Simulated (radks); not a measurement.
Results of a calculation; reference values are marked as such.
Q: All-electron atom: Dy45+ in [Ar] 3d3. Level of theory: scalar-relativistic Kohn-Sham, LDA (Slater exchange, Perdew-Wang correlation), spin-polarised, spherical densities, point nucleus; open shells are filled with parallel spins first (spin-orbit coupling, left out, can overturn this in heavy ions) (a radial shooting solver on a logarithmic mesh with Libxc functionals). Some entries of the table are withheld. Estimate them.

| orbital | occ. | eigenvalue (Ry) | <r> (bohr) | r(max) (bohr) |
|---|---|---|---|---|
| 1s up | 1 | -4137.872 | 0.02113 | 0.01338 |
| 1s down | 1 | -4137.840 | 0.02113 | 0.01338 |
| 2s up | 1 | -849.3036 | 0.08926 | 0.07589 |
| 2s down | 1 | -848.2450 | 0.08920 | 0.07584 |
| 2p up | 3 | -776.5671 | 0.07889 | (1) |
| 2p down | 3 | -775.7243 | 0.07882 | (2) |
| 3s up | 1 | -315.0686 | 0.2213 | (3) |
| 3s down | 1 | -313.9325 | 0.2216 | (4) |
| 3p up | 3 | -292.9173 | 0.2171 | (5) |
| 3p down | 3 | -291.7568 | 0.2175 | (6) |
| 3d up | 3 | -268.5435 | 0.1927 | 0.1617 |
| 3d down | 0 | -267.1023 | 0.1932 | 0.1620 |

A: 
(1) 2p up r(max) (bohr): 0.06150
(2) 2p down r(max) (bohr): 0.06146
(3) 3s up r(max) (bohr): 0.2079
(4) 3s down r(max) (bohr): 0.2080
(5) 3p up r(max) (bohr): 0.2024
(6) 3p down r(max) (bohr): 0.2026
